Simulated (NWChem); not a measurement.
# C$_{2}$H$_{10}$OSi$_{2}$; SMILES [SiH]([SiH2]O)(C)C

```xyz
15

C      1.3183     2.0843    -0.1126
Si    -0.0151     0.8444     0.3857
C     -1.6998     1.3214    -0.3187
Si     0.5255    -1.3410    -0.3024
O     -0.6614    -2.4224     0.1916
H      1.4331     2.1202    -1.2074
H      1.0557     3.0964     0.2339
H      2.2937     1.8194     0.3235
H     -0.1178     0.8167     1.8862
H     -1.6600     1.3876    -1.4173
H     -2.4580     0.5678    -0.0551
H     -2.0334     2.2958     0.0717
H      1.8805    -1.7390     0.2120
H      0.5611    -1.4484    -1.7918
H     -0.8538    -2.4224     1.1337
```
Atoms are numbered in this order, from 1.

Level: PBE0/def2-SVP (NWChem), optimised geometry, unscaled harmonic frequencies. 

```tsv
frequency (cm⁻¹)	IR intensity (km/mol)
47	0.9
78	3.1
144	8.4
164	0.7
174	0.3
184	16.2
221	32.8
252	78.9
419	4.8
472	21.3
611	8.4
653	5.1
672	23.2
706	4.1
728	86.0
756	8.3
821	114.3
843	403.7
861	50.2
895	96.9
896	12.5
917	72.5
945	74.6
1257	25.0
1264	9.5
1426	0.3
1427	4.5
1434	6.5
1438	8.7
2172	111.7
2182	169.9
2233	111.8
3056	3.8
3056	4.1
3159	2.1
3161	2.7
3164	2.4
3165	1.8
3931	91.7
```

```json
{
 "zero_point_energy": "71.4 kcal/mol",
 "thermal correction to the enthalpy at 298.15 K (with zero-point energy)": "78.1 kcal/mol",
 "heat capacity Cv": "33.3 cal/(mol K)",
 "entropy at 298.15 K and 1 atm (symmetry number 1)": "95.0 cal/(mol K)",
 "dipole_moment": "1.60 D"
}
```

Rigid rotor and harmonic oscillator; modes under 100 cm⁻¹ make the entropy uncertain.
